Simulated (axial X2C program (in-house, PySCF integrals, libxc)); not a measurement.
# Estimating the spin–orbit splitting of the π levels of AuCl

Computed with an in-house relativistic program for diatomic molecules. Spin-free means the one-electron spin-free X2C Hamiltonian; two-component (2c) means X2C with spin–orbit coupling and atomic mean-field two-electron Coulomb and Gaunt terms, so the difference of the two also holds small scalar two-electron terms. Basis: Au dyall-cv3z [13s14p9d6f4g], Cl dyall-av3z [9s8p3d2f] (cores contracted in-house); Gaussian nuclei, density fitting, unrestricted open shells. Masses: Au 196.967 u, Cl 34.969 u.

Hartree–Fock at 2.224 Å, closed shell. Valence p splittings ε(p3/2) − ε(p1/2) of spherical Dirac–Hartree–Fock atoms with fractionally filled p shells: Cl 3p 0.140 eV.

```json
{"filled π level (eV), spin-free": "-10.88", "Au p share": "0.03", "Cl p share": "0.76"}
```

(1) In first order a p shell splits by 3ζ/2 and a π orbital by ζ. Estimate the splitting of each π level from the shares.

The two-component Hartree–Fock calculation gives:

```json
{"ε(ω = 1/2) (eV)": "-11.172", "σ share of it": "0.43", "ε(ω = 3/2) (eV)": "-10.769", "splitting (eV)": "0.40", "estimate (eV)": "0.07"}
```

The estimate leaves out the mixing of π1/2 with σ1/2 levels, which pushes the ω = 1/2 spinor up or down, the d and f parts of the orbital, small shares of the strongly split outer-core p shell of a metal, the Gaunt term (absent from the atomic values), and the change of the atomic p orbitals with charge; Löwdin shares depend on the basis.

Results:

(1) level -10.88 eV: (2/3) × (0.76 × 0.140) = 0.07 eV.
